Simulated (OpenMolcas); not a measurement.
A run on Au3+ among 6 point charges of -1.7 e arranged as a tetragonal octahedron (D4h), 1.89 Å from the ion, with the axial distance 1.777 Å.

```yaml
Program: OpenMolcas 26.06
Method: CASSCF
Basis: ANO-RCC-VDZP [7s6p4d2f]
Scalar_Hamiltonian: DKH2, point nucleus
Active_space: 8 electrons in 5 orbitals (5d)
State_averaging: 2S+1 = 3 even, 10 roots; 2S+1 = 1 even, 15 roots
Spin-orbit_coupling: state interaction with AMFI integrals over the reference wave functions
```

59 basis functions. Blocks (2S+1, parity, CSFs, roots kept): 3, even, 10, 10; 1, even, 15, 15.

How long do the RASSCF and RASSI steps take on 1 thread of Arm Neoverse V1, on a shared host?

About 5.4 s of wall time, without the integral step.
